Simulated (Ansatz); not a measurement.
C2H9NSSi (`C[SiH](N)CS`) at its PBE0-D4/def2-TZVP geometry, where that method's forces vanish. Total charge 0; spin multiplicity 1.

```csv
atom,x (Å),y (Å),z (Å)
C1,1.344,0.582,-1.009
Si2,-0.319,0.561,-0.173
N3,-0.070,0.831,1.514
C4,-1.174,-1.100,-0.369
S5,-0.243,-2.437,0.423
H6,1.233,0.425,-2.085
H7,1.848,1.542,-0.865
H8,1.982,-0.212,-0.614
H9,-1.219,1.575,-0.806
H10,-0.855,0.983,2.127
H11,0.719,1.381,1.810
H12,-2.200,-1.072,0.008
H13,-1.232,-1.344,-1.434
H14,0.186,-1.713,1.473
```

Task: For each bond, give half the difference of the two atoms' forces along it (eV/Å; positive pushes the atoms apart) under PBE-D4, r2SCAN-D4, B3LYP-D4, ωB97M-V in def2-TZVPP. (An estimate is asked.)

Result: Computed: 
| bond | length (Å) | PBE-D4 | r2SCAN-D4 | B3LYP-D4 | ωB97M-V |
| --- | --- | --- | --- | --- | --- |
| C1–Si2 | 1.861 | -0.03 | -0.02 | 0.09 | 0.03 |
| C1–H6 | 1.093 | 0.11 | -0.01 | -0.04 | -0.04 |
| C1–H7 | 1.093 | 0.10 | -0.01 | -0.04 | -0.04 |
| C1–H8 | 1.092 | 0.11 | -0.01 | -0.05 | -0.04 |
| Si2–N3 | 1.727 | 0.09 | 0.00 | 0.09 | 0.10 |
| Si2–C4 | 1.879 | -0.04 | -0.02 | 0.02 | -0.02 |
| Si2–H9 | 1.497 | 0.02 | -0.02 | -0.16 | -0.16 |
| N3–H10 | 1.008 | 0.20 | 0.03 | -0.02 | -0.02 |
| N3–H11 | 1.007 | 0.20 | 0.02 | -0.02 | -0.02 |
| C4–S5 | 1.812 | 0.18 | 0.20 | 0.31 | 0.14 |
| C4–H12 | 1.093 | 0.10 | -0.03 | -0.10 | -0.09 |
| C4–H13 | 1.094 | 0.12 | -0.03 | -0.11 | -0.07 |
| S5–H14 | 1.346 | 0.28 | 0.02 | -0.04 | -0.13 |

B3LYP here is the variant with VWN-RPA as its local correlation; programs differ in this.
